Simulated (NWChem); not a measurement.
Molecule: MgHCl; SMILES [MgH][Cl]

Results from NWChem. Pople sets run with spherical d functions. All runs use the structure optimised with B3LYP/6-31G* (spherical d). Core excitations by TDA in a window of 1s orbitals, non-relativistic and unshifted: absolute energies depend strongly on the exact-exchange share.

Q: Estimate the computed values for Cl K edge, B3LYP/6-311G**. Quantities: first 1s excitation (eV); dipole oscillator strength of the first.

A: 
```json
{
 "first 1s excitation (eV)": "2759.6",
 "dipole_oscillator_strength_of_the_first": "0.0012"
}
```
